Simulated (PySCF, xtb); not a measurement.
C2H5O, SMILES CC[O-], charge -1.

Harmonic wavenumbers (cm⁻¹) from xtb 6.7.1 with GFN2-xTB at its own minimum, in rising order: 220, 426, 779, 817, 997, 1137, 1235, 1294, 1341, 1388, 1504, 1509, 1522, 1985, 2240, 2920, 2983, 2993.

**Question.** What does PBE-D3(BJ)/def2-SVPD in PySCF 2.14.0 give at its own minimum? (An estimate is asked for; the answer gives what the named calculation found.)

**Answer.** 269, 416, 743, 803, 996, 1110, 1199, 1207, 1252, 1312, 1365, 1379, 1409, 2383, 2463, 2866, 2967, 2995. Paired by order, the mean absolute difference is 83 cm⁻¹ and the zero-point energies are 39.0 and 38.8 kcal/mol.
